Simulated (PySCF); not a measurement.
Run record: geometry optimisation, `[SiH3]NC[SiH2]Br`.

Computed with PBE0-D3(BJ)/def2-SVP geometry optimisation, gas phase (PySCF 2.14.0). Start geometry: GFN2-xTB. A driver script takes a list of jobs; this job's settings line and coordinates (Å) are shown.

Command:
```bash
OMP_NUM_THREADS=1 python probes_run.py task.json out
```

Input:
```
{"job": {"xc": "PBE0", "basis": "def2-SVP", "d3": "d3bj", "grid": 1, "shake": 0.01, "kind": "geom"}, "charge": 0, "multiplicity": 1}
Si    -1.810630     0.427730     0.335380
N     -0.860520    -0.599550    -0.620800
C      0.517500    -0.901580    -0.390350
Si     1.611500     0.610880     0.101130
Br     3.640400    -0.191400     0.278700
H     -3.164780     0.305530    -0.246110
H     -1.828750     0.146340     1.770150
H     -1.268080     1.807880     0.148100
H     -1.334140    -1.382230    -1.003650
H      0.958230    -1.339630    -1.285670
H      0.640740    -1.672040     0.409350
H      1.279070     1.133500     1.434710
H      1.625260     1.637670    -0.941250
```

Output:
```
step   0  E = -3249.64030619  max force = 0.017737
step   1  E = -3249.64576611  max force = 0.004077
step   2  E = -3249.64600848  max force = 0.001004
step   3  E = -3249.64605115  max force = 0.000993
step   4  E = -3249.64607619  max force = 0.000868
step   5  E = -3249.64608985  max force = 0.000436
optimisation converged
```

Energies in Eh; «max force» is the largest Cartesian gradient component in Eh/bohr.

Task: How much energy does the optimisation release, in kcal/mol?

Result: E(step 0) − E(last step) = 0.005784 Eh, which is 3.6 kcal/mol.

Task: Give the first gradient maximum in eV/Å.

Result: With 1 Eh/bohr = 51.422 eV/Å, 0.912 eV/Å.

Main results: final energy -3249.64609 Eh after 5 steps; dipole 1.96 D.

Task: How long does this job take on Arm Neoverse V1, one thread, shared host with 32 logical CPUs at a one-minute load of 14? And the peak memory of the process?

Result: About 53 s, with 0.53 GiB resident at the peak, the Python interpreter and its libraries included.
Labels such as C1 count atoms from 1, the log's own numbers from 0.
